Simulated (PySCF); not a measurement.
H4O2SeSi, SMILES O[Se]O[SiH3].

Geometry: PBE0-D3(BJ)/def2-SVP. The structure was generated by enumeration, and PubChem lists no compound with its InChIKey, so it may never have been made. Other conformers were not sampled.

Computed with PBE0-D3(BJ)/def2-SVP (PySCF).

Frequencies are harmonic and unscaled.

```json
[
 {"mode": "1", "ν (cm⁻¹)": "79", "IR (km/mol)": "0.3", "moving atoms (share of kinetic energy)": "O 57 %, H 22 %, Si 15 %"},
 {"mode": "2", "ν (cm⁻¹)": "105", "IR (km/mol)": "0.1", "moving atoms (share of kinetic energy)": "H 83 %, O 14 %"},
 {"mode": "3", "ν (cm⁻¹)": "144", "IR (km/mol)": "0.4", "moving atoms (share of kinetic energy)": "Si 39 %, O 28 %, Se 19 %, H 14 %"},
 {"mode": "4", "ν (cm⁻¹)": "280", "IR (km/mol)": "6.2", "moving atoms (share of kinetic energy)": "O 76 %, Se 15 %, H 8 %"},
 {"mode": "5", "ν (cm⁻¹)": "477", "IR (km/mol)": "87.7", "moving atoms (share of kinetic energy)": "H 85 %, O 10 %"},
 {"mode": "6", "ν (cm⁻¹)": "565", "IR (km/mol)": "53.5", "moving atoms (share of kinetic energy)": "O 45 %, H 26 %, Se 18 %, Si 11 %"},
 {"mode": "7", "ν (cm⁻¹)": "687", "IR (km/mol)": "59.3", "moving atoms (share of kinetic energy)": "O 76 %, Se 16 %"},
 {"mode": "8", "ν (cm⁻¹)": "715", "IR (km/mol)": "71.0", "moving atoms (share of kinetic energy)": "H 78 %, O 12 %, Si 8 %"},
 {"mode": "9", "ν (cm⁻¹)": "731", "IR (km/mol)": "77.2", "moving atoms (share of kinetic energy)": "H 69 %, O 20 %, Si 10 %"},
 {"mode": "10", "ν (cm⁻¹)": "889", "IR (km/mol)": "307.1", "moving atoms (share of kinetic energy)": "O 73 %, Si 24 %"},
 {"mode": "11", "ν (cm⁻¹)": "935", "IR (km/mol)": "73.3", "moving atoms (share of kinetic energy)": "H 96 %"},
 {"mode": "12", "ν (cm⁻¹)": "945", "IR (km/mol)": "116.7", "moving atoms (share of kinetic energy)": "H 95 %"},
 {"mode": "13", "ν (cm⁻¹)": "980", "IR (km/mol)": "176.4", "moving atoms (share of kinetic energy)": "H 92 %"},
 {"mode": "14", "ν (cm⁻¹)": "1105", "IR (km/mol)": "52.6", "moving atoms (share of kinetic energy)": "H 94 %"},
 {"mode": "15", "ν (cm⁻¹)": "2222", "IR (km/mol)": "99.5", "moving atoms (share of kinetic energy)": "H 97 %"},
 {"mode": "16", "ν (cm⁻¹)": "2240", "IR (km/mol)": "104.7", "moving atoms (share of kinetic energy)": "H 97 %"},
 {"mode": "17", "ν (cm⁻¹)": "2270", "IR (km/mol)": "115.3", "moving atoms (share of kinetic energy)": "H 96 %"},
 {"mode": "18", "ν (cm⁻¹)": "3838", "IR (km/mol)": "79.4", "moving atoms (share of kinetic energy)": "H 94 %"}
]
```
